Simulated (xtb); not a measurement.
FIn, triplet, at a GFN2-xTB geometry (such geometries of metal compounds can be far from the true shape) (the spin is typed, not shown lowest); GFN2-xTB run with xtb.

xtb was given this input:
```
$ xtb mol.xyz --gfn 2 --uhf 2 --hess --json

# file mol.xyz
2

In    -0.00000000    -0.00000000    -0.34490450
F      0.00000000     0.00000000     1.87781337
```

The log (banner, timings and long lists left out):

```
   ID    Z sym.   atoms
    1   49 In     1
    2    9 F      2

           -------------------------------------------------
          |                Calculation Setup                |
           -------------------------------------------------

           -------------------------------------------------
          |                 G F N 2 - x T B                 |
           -------------------------------------------------

          ...................................................
          :                      SETUP                      :
          :.................................................:
          :  # basis functions                  14          :
          :  # atomic orbitals                  13          :
          :  # shells                            5          :
          :  # electrons                        10          :
          :  max. iterations                   250          :
          :  Hamiltonian                  GFN2-xTB          :
          :  restarted?                      false          :
          :  GBSA solvation                  false          :
          :  PC potential                    false          :
          :  electronic temp.          300.0000000     K    :
          :  accuracy                    1.0000000          :
          :  -> integral cutoff          0.2500000E+02      :
          :  -> integral neglect         0.1000000E-07      :
          :  -> SCF convergence          0.1000000E-05 Eh   :
          :  -> wf. convergence          0.1000000E-03 e    :
          :  Broyden damping             0.4000000          :
          :  net charge                          0          :
          :  unpaired electrons                  2          :
          ...................................................

 iter      E             dE          RMSdq      gap      omega  full diag
   1     -5.7135188 -0.571352E+01  0.973E+00    0.00       0.0  T
   2     -5.7113766  0.214219E-02  0.704E+00    0.00       1.0  T
   3     -5.7724831 -0.611065E-01  0.301E+00    0.00       1.0  T
   4     -5.7880494 -0.155663E-01  0.193E+00    0.00       1.0  T
   5     -5.7902316 -0.218218E-02  0.716E-01    0.00       1.0  T
   6     -5.7902951 -0.634839E-04  0.472E-01    0.00       1.0  T
   7     -5.7903780 -0.829760E-04  0.979E-02    0.00       1.0  T
   8     -5.7903805 -0.251554E-05  0.491E-02    0.00       1.4  T
   9     -5.7903833 -0.279639E-05  0.231E-02    0.00       3.1  T
  10     -5.7903841 -0.712134E-06  0.145E-03    0.00      48.7  T
  11     -5.7903841  0.727990E-09  0.195E-03    0.00      36.3  T
  12     -5.7903841 -0.788339E-09  0.123E-04    0.00     576.6  T
  13     -5.7903841 -0.320819E-10  0.937E-06    0.00    7547.3  T

   *** convergence criteria satisfied after 13 iterations ***

 transition dipole moment (au) for excitation:           5           6
     X       Y       Z
   0.0036  -1.0694   0.0000  total (au/Debye):    1.069   2.718
 dE (eV)             :    8.320
 oscillator strength :  0.32968E+00

         :::::::::::::::::::::::::::::::::::::::::::::::::::::
         ::                     SUMMARY                     ::
         :::::::::::::::::::::::::::::::::::::::::::::::::::::
         :: total energy              -5.790245585124 Eh    ::
         :: gradient norm              0.000000434978 Eh/a0 ::
         :: HOMO-LUMO gap              0.000000000000 eV    ::
         ::.................................................::
         :: SCC energy                -5.790384051812 Eh    ::
         :: -> isotropic ES            0.010063777898 Eh    ::
         :: -> anisotropic ES          0.000335463188 Eh    ::
         :: -> anisotropic XC         -0.000162236393 Eh    ::
         :: -> dispersion             -0.000396121278 Eh    ::
         :: repulsion energy           0.000138466689 Eh    ::
         :: add. restraining           0.000000000000 Eh    ::
         :: total charge               0.000000000005 e     ::
[...]

           -------------------------------------------------
          |               Frequency Printout                |
           -------------------------------------------------
 vibrational frequencies (cm⁻¹)
eigval :        0.00     0.00     0.00     0.00     0.00   223.19
 reduced masses (amu)
   1:101.21   2:101.21   3:101.21   4: 32.60   5: 32.60   6: 32.60
 IR intensities (km·mol⁻¹)
   1:  0.00   2:  0.00   3:  0.00   4:  1.47   5:  1.47   6:  4.46
 Raman intensities (Ä⁴*amu⁻¹)
   1:  0.00   2:  0.00   3:  0.00   4:  0.00   5:  0.00   6:  0.00
 output can be read by thermo (or use thermo option).
 writing <g98.out> molden fake output.
 recommended (thermochemical) frequency scaling factor: 1.0
           -------------------------------------------------
          |             Thermodynamic Functions             |
           -------------------------------------------------

cin symmetry found (for desy threshold:  0.10E+00) used in thermo

          ...................................................
          :                      SETUP                      :
          :.................................................:
          :  # frequencies                           1      :
          :  # imaginary freq.                       0      :
          :  linear?                              true      :
          :  only rotor calc.                    false      :
          :  symmetry                              cin      :
          :  rotational number                       1      :
          :  scaling factor                  1.0000000      :
          :  rotor cutoff                   50.0000000 cm⁻¹ :
          :  imag. cutoff                  -20.0000000 cm⁻¹ :
          :.................................................:

    mode    ω/cm⁻¹     T·S(HO)/kcal·mol⁻¹    T·S(FR)/kcal·mol⁻¹   T·S(vib)
   ------------------------------------------------------------------------
       1    223.19    -0.57633 ( 99.75%)    -0.61295 (  0.25%)    -0.57642
   ------------------------------------------------------------------------

   temp. (K)  partition function   enthalpy   heat capacity  entropy
                                   cal/mol     cal/K/mol   cal/K/mol   J/K/mol
 298.15  VIB   1.52                  329.620      1.804      1.933
         ROT   990.                  592.502      1.987     15.695
         INT  0.150E+04              922.122      3.791     17.628
         TR   0.150E+28             1481.254      4.968     40.568
         TOT                        2403.3760     8.7592    58.1960   243.4923

       T/K    H(0)-H(T)+PV         H(T)/Eh          T*S/Eh         G(T)/Eh
   ------------------------------------------------------------------------
    298.15    0.383002E-02    0.433850E-02    0.276508E-01   -0.233123E-01
   ------------------------------------------------------------------------

         :::::::::::::::::::::::::::::::::::::::::::::::::::::
         ::                  THERMODYNAMIC                  ::
         :::::::::::::::::::::::::::::::::::::::::::::::::::::
         :: total free energy          -5.813557907422 Eh   ::
         ::.................................................::
         :: total energy               -5.790245585124 Eh   ::
         :: zero point energy           0.000508475168 Eh   ::
         :: G(RRHO) w/o ZPVE           -0.023820797467 Eh   ::
         :: G(RRHO) contrib.           -0.023312322299 Eh   ::
         :::::::::::::::::::::::::::::::::::::::::::::::::::::

           -------------------------------------------------
          | TOTAL ENERGY               -5.790245585124 Eh   |
          | TOTAL ENTHALPY             -5.785907086564 Eh   |
          | TOTAL FREE ENERGY          -5.813557907422 Eh   |
          | GRADIENT NORM               0.000000437131 Eh/α |
          | HOMO-LUMO GAP               0.000000000012 eV   |
           -------------------------------------------------

normal termination of xtb
```
